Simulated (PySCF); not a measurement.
# Reading the logs of faulty runs: BCGeH6Si

These are calculations, not measurements. They come from PySCF 2.14.0, an open-source quantum chemistry program, on an isolated molecule that a program drew, which may never have been made. The molecule is BCGeH6Si (charge 0, doublet), drawn as the SMILES string `B=[C]([SiH3])[GeH2]`.

Each row is a Hartree-Fock (HF) and frozen-core CCSD(T) single point in the cc-pV(D+d)Z basis, meant for a local HF minimum. Run 1 is clean. Each other run has one planted mistake out of seven kinds, and not every kind appears here: one electron removed, one electron added, multiplicity raised by two, geometry at a saddle point, minimal basis STO-3G, one bond length entered in bohr, all coordinates scaled. The reference is restricted for singlets and unrestricted otherwise, and also for a bond in bohr. Adding or removing an electron swaps singlet and doublet. Electrons count all cores. HOMO and LUMO are orbital energies over both spins, the gradient is its largest component, and the lowest frequency (negative if imaginary) is given only where the gradient is small. Bond lengths are over the 9 bonds as drawn. T1 is the CCSD diagnostic: over 0.02 (restricted) or 0.045 (unrestricted) a single reference is doubtful. Germanium has the cc-pVDZ-PP basis, with a core potential (ECP10MDF) in place of its 10 inner electrons, and its 3s, 3p and 3d shells are frozen in CCSD(T).

Geometry of the clean run:
```xyz
10
BCGeH6Si, angstrom
B    -0.4666    0.5323   -0.1542
C     0.4462   -0.4929   -0.0764
Si    2.1795   -0.3920   -0.7308
Ge   -0.2507   -2.0931    0.7951
H    -1.2667    1.3925   -0.2089
H     3.1691   -0.6031    0.3528
H     2.4158   -1.4308   -1.7619
H     2.4266    0.9377   -1.3385
H    -1.7389   -1.9103    1.1476
H    -0.0729   -3.3299   -0.1038
```

```
run  electrons  basis functions  <S^2>  HOMO (eV)  LUMO (eV)  gradient (hartree/bohr)  lowest frequency (cm^-1)  mean bond (Å)  longest bond (Å)      T1  HF (hartree)  CCSD(T) (hartree)                     mistake
  1         63              104  0.767      -8.11       1.03                  1.6e-05                       100         1.5427             1.951  0.0168    -648.28398         -648.74831                    no fault
  2         62              104  0.000     -14.89      -6.38                  6.7e-02                         -         1.5427             1.951  0.0209    -648.01473         -648.47327        one electron removed
  3         63              104  3.772      -6.00      -0.59                  1.1e-01                         -         1.5427             1.951  0.0174    -648.17165         -648.60307  multiplicity raised by two
  4         63              104  0.762      -8.02       1.27                  4.6e-02                         -         1.4486             1.832  0.0150    -648.24427         -648.70131      all coordinates scaled
  5         64              104  0.000      -0.71       6.94                  6.1e-02                         -         1.5427             1.951  0.0249    -648.27520         -648.77616                           ?
  6         63              104  1.564      -8.22       0.94                  8.9e-03                         -         1.6893             2.802  0.0475    -648.17210         -648.62802                           ?
```

**Which mistake was planted in run 5, and what did it cost?**

It counts 64 electrons, one more than the clean run, at the same geometry and basis. So the mistake is: one electron added. Subtracting run 1 and multiplying by 627.51 kcal/mol a hartree, the energy moved by 5.5 kcal/mol in HF and -17.5 kcal/mol in CCSD(T).

**Which mistake was planted in run 6, and what did it cost?**

The mean bond changes by a factor of 1.095 and the longest by 1.436, so the molecule wasn't scaled as a whole. A length L in bohr read as angstrom grows by (1/0.5292 - 1) L = 0.890 L. The 9 bonds together grew by 9 x 0.1466 = 1.319 Å, which gives L = 1.483 Å. That is the length of one of the H-Si bonds, 1.483 Å in the clean geometry. So the mistake is: one bond length entered in bohr. Subtracting run 1 and multiplying by 627.51 kcal/mol a hartree, the energy moved by 70.2 kcal/mol in HF and 75.5 kcal/mol in CCSD(T).

Cautions from the logs. Run 2: T1 is over the limit, so its CCSD(T) energy is less reliable; run 5: T1 is over the limit, so its CCSD(T) energy is less reliable; run 6: T1 is over the limit, so its CCSD(T) energy is less reliable.
